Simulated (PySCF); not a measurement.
Record of a relaxation.

C6H5F.
Bonds: F1–C2, C2–C3 (double), C3–C4, C4–C5 (double), C5–C6, C6–C7 (double), C3–C7. Hydrogens: H8 on C2; H9 on C4; H10 on C5; H11 on C6; H12 on C7.

Computed by this run: PBE0-D3(BJ)/def2-SVP geometry optimisation, gas phase (PySCF); density fitting, grid level 1; the optimiser is geomeTRIC in internal coordinates, started from a GFN2-xTB structure with every atom displaced at random (about 0.01 Å). The frame can shift and turn from step to step; on so coarse a grid that alone can change the energy by a few meV, and forces under 0.02 eV/Å are noise.

Step 0: E = -9001.9878 eV, largest atomic force 3.555 eV/Å
```
atom  x, y, z in Å  |  force x, y, z in eV/Å
F1     -2.769    0.861    0.200   -0.647   0.758   0.084
C2     -1.983   -0.171    0.087    0.011   0.297   0.006
C3     -0.669   -0.052    0.019    2.663   0.018  -0.048
C4      0.328   -1.156   -0.093   -3.485  -0.697   0.082
C5      1.532   -0.646   -0.131    1.922   1.343   0.084
C6      1.444    0.815   -0.028    0.576  -0.943  -0.100
C7      0.165    1.167    0.062   -1.834   0.145   0.050
H8     -2.506   -1.096    0.053   -0.600  -1.100  -0.034
H9      0.003   -2.185   -0.119    0.151  -0.505  -0.068
H10     2.457   -1.183   -0.192    0.608  -0.423  -0.082
H11     2.292    1.461   -0.019    0.702   0.644  -0.007
H12    -0.254    2.156    0.150   -0.065   0.463   0.033
```

Step 1: E = -9002.1805 eV, largest atomic force 0.563 eV/Å
```
atom  x, y, z in Å  |  force x, y, z in eV/Å
F1     -2.574    0.811    0.236    0.173  -0.159  -0.028
C2     -1.773   -0.234    0.112   -0.067  -0.051   0.009
C3     -0.433   -0.123    0.031   -0.391   0.042  -0.028
C4      0.488   -1.249   -0.099    0.516   0.223   0.031
C5      1.748   -0.725   -0.140   -0.314  -0.290   0.012
C6      1.663    0.729   -0.045    0.018   0.210   0.025
C7      0.359    1.101    0.055    0.187  -0.025   0.022
H8     -2.314   -1.191    0.084    0.066   0.171   0.012
H9      0.214   -2.300   -0.137   -0.073  -0.069  -0.017
H10     2.675   -1.295   -0.220   -0.013   0.024  -0.017
H11     2.523    1.405   -0.049   -0.071  -0.068  -0.017
H12    -0.040    2.110    0.145   -0.031  -0.007  -0.004
```

Step 2: E = -9002.1828 eV, largest atomic force 0.208 eV/Å
```
atom  x, y, z in Å  |  force x, y, z in eV/Å
F1     -2.542    0.832    0.226   -0.135  -0.072   0.007
C2     -1.777   -0.237    0.110    0.126   0.165   0.006
C3     -0.440   -0.131    0.033    0.077  -0.112   0.013
C4      0.495   -1.249   -0.092    0.138  -0.073  -0.018
C5      1.750   -0.728   -0.139   -0.146  -0.068   0.010
C6      1.663    0.728   -0.043   -0.076   0.035   0.009
C7      0.357    1.093    0.063    0.067   0.091  -0.019
H8     -2.336   -1.177    0.086   -0.007   0.034   0.001
H9      0.217   -2.302   -0.135   -0.023  -0.005  -0.009
H10     2.677   -1.296   -0.230   -0.001   0.005   0.000
H11     2.518    1.406   -0.056   -0.007  -0.006   0.003
H12    -0.046    2.099    0.151   -0.011   0.005  -0.002
```

Step 3: E = -9002.1839 eV, largest atomic force 0.210 eV/Å
```
atom  x, y, z in Å  |  force x, y, z in eV/Å
F1     -2.572    0.817    0.225    0.045   0.126   0.008
C2     -1.773   -0.224    0.112   -0.057  -0.102  -0.004
C3     -0.437   -0.123    0.036    0.117   0.111   0.045
C4      0.493   -1.249   -0.089   -0.173  -0.117  -0.021
C5      1.745   -0.735   -0.138    0.081   0.093  -0.002
C6      1.668    0.725   -0.042   -0.049  -0.067  -0.008
C7      0.367    1.098    0.065   -0.018   0.004  -0.032
H8     -2.320   -1.168    0.088   -0.029  -0.126  -0.009
H9      0.203   -2.300   -0.137    0.012   0.051   0.002
H10     2.669   -1.305   -0.236    0.016  -0.005   0.008
H11     2.526    1.395   -0.060    0.050   0.029   0.011
H12    -0.035    2.106    0.151    0.006   0.003   0.002
```

Step 4: E = -9002.1850 eV, largest atomic force 0.106 eV/Å
```
atom  x, y, z in Å  |  force x, y, z in eV/Å
F1     -2.559    0.822    0.231   -0.026   0.012   0.005
C2     -1.770   -0.228    0.114   -0.003   0.041   0.001
C3     -0.434   -0.119    0.035   -0.084  -0.038  -0.020
C4      0.486   -1.251   -0.094    0.015   0.103   0.020
C5      1.741   -0.735   -0.138    0.073  -0.025  -0.009
C6      1.667    0.724   -0.043    0.020  -0.009  -0.007
C7      0.367    1.103    0.060   -0.013  -0.084   0.008
H8     -2.318   -1.175    0.089   -0.002  -0.004   0.002
H9      0.195   -2.300   -0.141   -0.004   0.015   0.001
H10     2.665   -1.306   -0.230    0.012   0.004  -0.003
H11     2.529    1.392   -0.055    0.012  -0.004  -0.002
H12    -0.033    2.112    0.145   -0.001  -0.009   0.002
```

Step 5: E = -9002.1852 eV, largest atomic force 0.121 eV/Å
```
atom  x, y, z in Å  |  force x, y, z in eV/Å
F1     -2.557    0.833    0.235    0.014  -0.048  -0.005
C2     -1.775   -0.223    0.115    0.018  -0.002   0.003
C3     -0.438   -0.122    0.034   -0.003   0.002  -0.028
C4      0.488   -1.249   -0.096    0.066  -0.051   0.010
C5      1.746   -0.738   -0.140   -0.121  -0.008   0.007
C6      1.668    0.720   -0.044    0.032   0.060   0.003
C7      0.366    1.097    0.058    0.033   0.030   0.018
H8     -2.329   -1.169    0.090    0.013   0.053   0.004
H9      0.197   -2.297   -0.141   -0.016  -0.031  -0.003
H10     2.671   -1.310   -0.229   -0.017   0.004  -0.004
H11     2.529    1.390   -0.054   -0.020  -0.012  -0.005
H12    -0.032    2.106    0.145    0.001   0.003   0.001
```

Step 6: E = -9002.1856 eV, largest atomic force 0.067 eV/Å
```
atom  x, y, z in Å  |  force x, y, z in eV/Å
F1     -2.557    0.835    0.233    0.006   0.002  -0.001
C2     -1.774   -0.220    0.115    0.001  -0.003   0.004
C3     -0.437   -0.121    0.035    0.022   0.008   0.002
C4      0.485   -1.251   -0.094    0.003   0.009  -0.002
C5      1.742   -0.739   -0.140    0.035  -0.029  -0.004
C6      1.671    0.720   -0.045   -0.054  -0.040   0.003
C7      0.370    1.096    0.060   -0.008   0.058   0.001
H8     -2.328   -1.164    0.091    0.000   0.002   0.000
H9      0.193   -2.300   -0.140    0.001   0.001  -0.002
H10     2.665   -1.312   -0.232    0.001  -0.006  -0.001
H11     2.534    1.388   -0.057   -0.005  -0.006   0.000
H12    -0.028    2.106    0.148   -0.002   0.005   0.001
```

Step 7: E = -9002.1856 eV, largest atomic force 0.051 eV/Å
```
atom  x, y, z in Å  |  force x, y, z in eV/Å
F1     -2.557    0.834    0.233   -0.008   0.024   0.002
C2     -1.772   -0.219    0.115   -0.007   0.000   0.004
C3     -0.436   -0.118    0.035   -0.004  -0.002   0.006
C4      0.484   -1.251   -0.093   -0.039  -0.001  -0.002
C5      1.741   -0.742   -0.140    0.017   0.029   0.001
C6      1.669    0.717   -0.045    0.032   0.005   0.000
C7      0.371    1.100    0.061   -0.005  -0.050  -0.008
H8     -2.325   -1.163    0.091   -0.008  -0.019  -0.001
H9      0.189   -2.299   -0.140   -0.001   0.012  -0.001
H10     2.664   -1.315   -0.233    0.003   0.000   0.000
H11     2.533    1.383   -0.058    0.016   0.006   0.000
H12    -0.025    2.111    0.148    0.005  -0.005  -0.001
```

Step 8: E = -9002.1858 eV, largest atomic force under 0.02 eV/Å
```
atom  x, y, z in Å  |  force x, y, z in eV/Å
F1     -2.555    0.841    0.235    0.000   0.003   0.002
C2     -1.774   -0.215    0.116    0.000   0.001  -0.001
C3     -0.436   -0.118    0.035    0.001   0.000  -0.003
C4      0.482   -1.251   -0.094   -0.006  -0.001   0.003
C5      1.740   -0.744   -0.141    0.002   0.003   0.000
C6      1.672    0.715   -0.045    0.004  -0.002   0.000
C7      0.373    1.098    0.060   -0.001  -0.003   0.002
H8     -2.329   -1.158    0.093   -0.001   0.002   0.001
H9      0.185   -2.299   -0.141   -0.002   0.000  -0.001
H10     2.662   -1.319   -0.234   -0.001  -0.002  -0.002
H11     2.536    1.380   -0.058    0.002  -0.001  -0.001
H12    -0.022    2.109    0.148    0.002   0.000   0.001
```

Problem. Summarise the path.

Solution. The energy falls by 0.1980 eV from step 0 to step 8; nine tenths of that is first reached at step 1. It falls at every step. The largest force goes from 3.555 to under 0.02 eV/Å. Among the bonds C4=C5 changes most, from 1.308 to 1.357 Å; the atoms move by 0.027 Å rms after alignment.

Problem. Follow the three bonds and two angles with the largest change from start to end.

Solution. 
| step | E above end (eV) | largest force (eV/Å) | C4=C5 (Å) | C2–H8 (Å) | C6=C7 (Å) | C3–C4–H9 (°) | C4–C3–C7 (°) |
| --- | --- | --- | --- | --- | --- | --- | --- |
| 0 | 0.1980 | 3.555 | 1.308 | 1.063 | 1.330 | 120.4 | 103.6 |
| 1 | 0.0053 | 0.563 | 1.366 | 1.100 | 1.361 | 126.1 | 107.8 |
| 2 | 0.0030 | 0.208 | 1.360 | 1.095 | 1.360 | 125.4 | 107.1 |
| 3 | 0.0019 | 0.210 | 1.355 | 1.091 | 1.358 | 125.1 | 107.2 |
| 4 | 0.0007 | 0.106 | 1.357 | 1.094 | 1.358 | 125.4 | 107.7 |
| 5 | 0.0006 | 0.121 | 1.359 | 1.096 | 1.359 | 125.2 | 107.2 |
| 6 | 0.0002 | 0.067 | 1.358 | 1.095 | 1.358 | 125.2 | 107.3 |
| 7 | 0.0001 | 0.051 | 1.357 | 1.094 | 1.358 | 125.2 | 107.4 |
| 8 | 0.0000 | under 0.02 | 1.357 | 1.095 | 1.358 | 125.2 | 107.4 |

What follows is the cost of the whole optimisation. Hardware: AMD EPYC 7R43, one thread, shared host with 256 logical CPUs at a one-minute load of 150. Cost: 65 s of wall time, 0.51 GiB resident at most.
